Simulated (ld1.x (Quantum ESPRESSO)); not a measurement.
**PBEsol ultrasoft dataset for Tm, scalar-relativistic all-electron reference.**

ld1.x (Quantum ESPRESSO) 7.5 input, shortened:

```
&input
   title='Tm', zed=69., rel=1, dft='PBESOL', iswitch=3,
   config='[Xe] 4f13 5d0 6s1.5 6p0.5'
 /
 &inputp
   pseudotype=3, tm=.true., lloc=-2, rcloc=3.38,
   nlcc=.true., rcore=1.45,
   which_augfun='PSQ', rmatch_augfun=1.22
 /
8
5S  1  0   2.00   0.00  2.04  2.18  0.0
6S  2  0   1.50   0.00  2.04  2.18  0.0
5P  2  1   6.00   0.00  2.76  3.08  0.0
6P  3  1   0.50   0.00  2.76  3.08  0.0
5D  3  2   0.00   0.00  4.34  4.66  0.0
5D  3  2   0.00   1.40  4.34  4.66  0.0
4F  4  3  13.00   0.00  1.40  1.80  0.0
4F  4  3   0.00   2.70  1.40  1.80  0.0
 &test
   configts(1)='4f13 5s2 5p6 5d0 6s1.5 6p0.5'
 /
```

Results:

```json
{"Cutoffs needed": "45 Ry and 70 Ry (the cutoffs (Ry, on a coarse ladder) from which the occupation-weighted sum of valence levels, in a spherical-Bessel basis at the reference potential, stays within 10 and 1 mRy of its value at 400 Ry)", "Ghost test": "no extra level below or beside the all-electron valence levels (s, p, d, f tested) (spherical-Bessel basis up to 400 Ry, 20 bohr box)", "Configuration tests": "test run stopped at test 1 of 7 (negative rho)", "Lowest eigenvalue of the overlap operator": "0.08 (p channel)", "Density cutoff estimated by the generator": "413 Ry"}
```

Generation and tests took about 1.4 s on one core of a shared server CPU.
